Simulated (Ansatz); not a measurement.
Series B-XY, Y = silyl, computed as singlets and as triplets. Gas-phase values, no solvent. One relaxed conformer stands for each flexible species; it need not be the lowest. Strings in code marks are SMILES.

Quantity: adiabatic spin-state energy, in kcal/mol. The DFT solution of `[C-]#[N+][B-][SiH3]`, `C=C[B-][SiH3]` and `[BH-][SiH3]` is unstable or spin-contaminated; the geometry comes from it.

Level 1: B3LYP/aug-cc-pVTZ // PBE0-D3(BJ)/def2-TZVPD (Ansatz, a first-principles code)
Level 2: BLYP/aug-cc-pVTZ // PBE0-D3(BJ)/def2-TZVPD (Ansatz)
Level 3: HSE06/aug-cc-pVTZ // PBE0-D3(BJ)/def2-TZVPD (Ansatz)
Level 4: r2SCAN0/aug-cc-pVTZ // PBE0-D3(BJ)/def2-TZVPD (Ansatz)

```tsv
species	level 1	level 2	level 3	level 4
`[C-]#[N+][B-][SiH3]`: multiplicity 3 minus multiplicity 1	-5.94	-4.78	-10.3	-14.4
`C=C[B-][SiH3]`: multiplicity 3 minus multiplicity 1	-4.95	-3.37	-8.58	-12.9
`[BH-][SiH3]`: multiplicity 3 minus multiplicity 1	-6.54	-5.05	-11.4	-15.6
```
